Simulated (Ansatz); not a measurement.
Geometry optimisation, RHF/def2-SVP in Ansatz.

Input:

```yaml
crystal:
  periodic: [false, false, false]
  atoms:
    - { symbol: Ta, position_ang: [0.0, 0.0, 0.0] }
    - { symbol: O, position_ang: [2.37, 0.0, 0.0] }
    - { symbol: H, position_ang: [2.7071, -0.5308, 0.7903] }
    - { symbol: F, position_ang: [0.0, 0.0, 1.93] }
    - { symbol: O, position_ang: [0.0, 0.0, -2.02] }
    - { symbol: H, position_ang: [-0.6343, -0.71, -2.3571] }
    - { symbol: Cl, position_ang: [-1.235, 2.139, 0.0] }
    - { symbol: F, position_ang: [-0.965, -1.6714, 0.0] }
    - { symbol: Br, position_ang: [0.9302, 2.4915, -1.2766] }
    - { symbol: H, position_ang: [2.1856, 1.1923, -0.6109] }
basis:
  gaussian: { orbitals: def2-SVP }
hamiltonian:
  xc: hf
relax:
  f_tol: 0.15
  max_steps: 25
  restrain:
    - { distance: [0, 8], at: 3.85, k: 30.0 }
    - { distance: [9, 1], at: 2.21, k: 30.0 }
    - { distance: [0, 1], at: 2.02, k: 30.0 }
    - { distance: [9, 8], at: 1.55, k: 30.0 }
output:
  orbitals: {}
```

Run as:

```bash
$ ansatz run input.yaml --threads 4 --pin off --max-ram 5120MiB --backend cpu --events-out ev --progress --plain --runs-dir out
```

Question: Where does it end, and by what steps?

Answer: It converged. The restraints hold the end off the free minimum. After 13 steps the energy has fallen by 6.082 eV (the restraints' own energy left out); Br9 moved furthest, 0.85 Å. Parted: Ta1–Br9 (2.95 → 3.86 Å), Cl7–Br9 (2.54 → 3.95 Å).

```tsv
step	energy less start (eV)	largest force component (eV/Å)	accepted
0	0.0000	6.414	yes
1	-1.4928	5.053	yes
2	-2.8541	5.104	yes
3	-4.2976	4.573	yes
4	-5.3215	2.058	yes
5	-5.7336	1.635	yes
6	-5.8544	1.705	yes
7	-5.9243	1.746	yes
8	-6.0390	1.590	yes
9	-6.0616	1.590	yes
10	-6.0615	1.494	no
11	-6.0711	1.538	yes
12	-6.0760	1.492	yes
13	-6.0817	1.504	yes
```

```xyz
10
Properties=species:S:1:pos:R:3
Ta -0.135 -0.196 0.116
O 1.832 -0.149 0.031
H 2.309 -0.193 0.850
F 0.165 -0.193 1.994
O -0.243 -0.242 -1.735
H -0.195 -0.209 -2.675
Cl -1.559 1.626 0.379
F -0.965 -1.845 0.308
Br 1.677 2.758 -1.586
H 2.472 1.552 -1.226
```

Time of the run: 84 s on 4 threads of AMD EPYC 7R43 64-Core Processor (Zen 3) (shared host), peak memory 0.51 GiB.
